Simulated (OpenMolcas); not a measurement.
Levels of Ir by method

| Item | Value |
| --- | --- |
| Program | OpenMolcas |
| Basis | ANO-RCC-VDZP [7s6p4d2f] |
| Scalar Hamiltonian | DKH2, point nucleus |
| Active space | 9 electrons in 6 orbitals (5d 6s) |
| State averaging | 2S+1 = 4 even, 20 roots; 2S+1 = 2 even, 64 roots kept (CI in the orbitals of an earlier block) |
| Spin-orbit coupling | RASSI with atomic mean-field integrals over the reference wave functions, term energies averaged over their components |

Methods on the same reference wave functions:
A. CASSCF
B. SS-CASPT2, IPEA 0.25 Eh, imaginary shift 0.1 Eh (closed shells correlated: 5s 5p)
C. MS-CASPT2, IPEA 0.25 Eh, imaginary shift 0.1 Eh (closed shells correlated: 5s 5p)

Energies in cm⁻¹ above 5d⁷ 6s² ⁴F_9/2, the measured ground level; measured values from NIST Handbook of Basic Atomic Spectroscopic Data.

```tsv
Level	A	B	C	Measured
5d⁷ 6s² ⁴F_9/2	0.0	0.0	0.0	0.0
5d⁸ 6s ⁴F_9/2	1472	5820	5910	2835
5d⁸ 6s ⁴F_7/2 [69 %]	5627	9570	9700	6324
5d⁷ 6s² ⁴F_7/2	6967	6810	6860	7107
5d⁸ 6s ²F_7/2 [68 %]	14130	16850	16920	13088
5d⁷ 6s² ²G_9/2 [65 %]	15178	15510	15370	13940
5d⁷ 6s² ²P_1/2 [68 %]	15212	14840	14760	12506
5d⁷ 6s² ²G_7/2	19369	19820	19920	17779
5d⁷ 6s² ²H_11/2	21853	21530	21590	
5d⁸ 6s ⁴P_1/2	21875	24600	24660	16681
5d⁷ 6s² ⁴P_1/2 [65 %]	23723	22460	22660	20237
5d⁸ 6s ²G_7/2	29985	31300	31440	26365
5d⁸ 6s ²G_9/2 [58 %]	30902	31810	31710	23506
```

Deviations, from unrounded energies. A percentage is the sum of absolute deviations over the sum of measured energies, with the sign that they share, or ± where signs differ.

```csv
Against measurement,Levels,A,B,C
mean absolute deviation (cm-1),11,2600,3600,3600
fine structure of the ground term (%),1,-2.0,-4.2,-3.5
other terms of the ground configuration (%),4,+14.0,+12.7,+12.8
other configurations (%),6,±21.7,+35.1,+35.5
```

A lies closest to measurement on these levels and C furthest from it. The largest miss of A in the table is 5d⁸ 6s ²G_9/2 [58 %], by +7400 cm-1. The ranking rests on the paired levels alone, and a cruder setting can come out closer through cancelling errors.

Between B and C the level of the table that moves most is 5d⁷ 6s² ⁴P_1/2 [65 %], by 210 cm-1 (lowest in B, highest in C). Moves below CASPT2's spread within the term are not significant.

The mean deviations of B to C differ by less than CASPT2's widest spread within a term (1100 cm-1), so their order carries little weight.

From A to B the spin-free energies of the other terms of 5d⁷ 6s² shown, above ⁴F, scale by factors of 0.87 to 1.06.

The lowest spin-free term lies below A's lowest term by 0.374 hartree in B, 0.374 hartree in C.

CASPT2 breaks the degeneracy within a term, and the mean is taken; among the terms shown or strongly mixed into the levels shown the widest spread is 1100 cm-1 (5d⁸ 6s ²F, C). Some levels mix across a computed gap that differs much from the measured one, so their mixing is not that of the real levels. Terms from blocks run as CI alone lack orbitals of their own. Configurations are named by rounded mean occupations; where the s occupation lies near a half they are strongly mixed, a name can repeat and a true partner stay unpaired. A single d shell beside an s shell can misplace configurations of different d count against each other. Without dynamic correlation excited terms often stand tens of per cent too high (terms of higher spin than the ground term too low), and those without a measured partner can miss by more than the paired ones (holds for A). The lowest spin-free term belongs to 5d⁸ 6s, not to the configuration of the lowest level (holds for A). Some terms miss by over 15 % even with CASPT2, which points to a basis or an active space too small for the shells correlated (holds for B; C). The CASPT2 spread within a term exceeds the gap to the next term for 5d⁷ 6s² ⁴P and 5d⁷ 6s² ²G, 5d⁷ 6s² ²G and 5d⁸ 6s ²F, so the order of their levels is uncertain, and so are names and mixing where such terms share a J (holds for C). Measured partners are found by configuration, term and J. A level has none where our copy of the source lacks it or the pairing is in doubt (some pairs that miss far off the trend of their configuration count as doubtful), and it then counts in no deviation. Only configurations of the active space appear. The table leaves out levels that lie high or whose names do not pair safely across all columns.

A share in square brackets marks a mixed level and gives the weight of the term that names it, the lowest over the columns.
